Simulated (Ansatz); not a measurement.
F$_{2}$GeH$_{4}$Si (`[F][GeH]([F])[SiH3]`), 8 atoms. Total charge 0; spin multiplicity 1. Correlated methods include outer-core shells of Ge, which these sets cover unevenly. Scalar relativity is left out up to krypton. All runs use 4 threads of an Arm Neoverse V1 on a shared host. Correlated methods freeze the cores.

Problem. Give the basis size and wall time and peak host memory of each of these runs in Ansatz. RKS BLYP-D4/def2-TZVPP energy; RKS PBE0-D4/def2-TZVP relaxation (6 steps); RHF-CCSD(T)/def2-SVP energy; RKS ωB97M-V/def2-QZVPP energy; RKS PBE0-D4/def2-QZVPP energy; RHF-MP2/def2-QZVPP energy; RKS PBE0-D4/def2-SVP energy; RKS PBE0-D4/def2-TZVP frequencies; RKS B3LYP-D4/def2-TZVPP energy and forces; direct RPA on PBE orbitals/def2-TZVPP energy; RKS BHLYP-D4/def2-TZVPP energy; RKS LC-ωPBE/def2-TZVPP energy. (An estimate is asked.)

Solution. Computed: Other jobs shared the machine, so times are rough.

```csv
level,job,functions,wall time,peak host memory (GiB)
RKS PBE0-D4/def2-SVP,energy,98,1.1 s,0.39
RKS BLYP-D4/def2-TZVPP,energy,208,1.4 s,0.25
RKS LC-ωPBE/def2-TZVPP,energy,208,1.8 s,0.39
RKS BHLYP-D4/def2-TZVPP,energy,208,2.4 s,0.52
direct RPA on PBE orbitals/def2-TZVPP,energy,208,3.2 s,0.4
RKS B3LYP-D4/def2-TZVPP,energy and forces,208,3.3 s,0.55
RHF-CCSD(T)/def2-SVP,energy,98,3.8 s,0.39
RKS PBE0-D4/def2-QZVPP,energy,393,6.5 s,1.4
RHF-MP2/def2-QZVPP,energy,393,14 s,1.8
RKS ωB97M-V/def2-QZVPP,energy,393,14 s,1.6
RKS PBE0-D4/def2-TZVP,relaxation (6 steps),171,15 s,0.43
RKS PBE0-D4/def2-TZVP,frequencies,171,75 s,0.43
```

B3LYP here is the variant with VWN-RPA as its local correlation; programs differ in this. LC-ωPBE has ω = 0.4 bohr⁻¹.
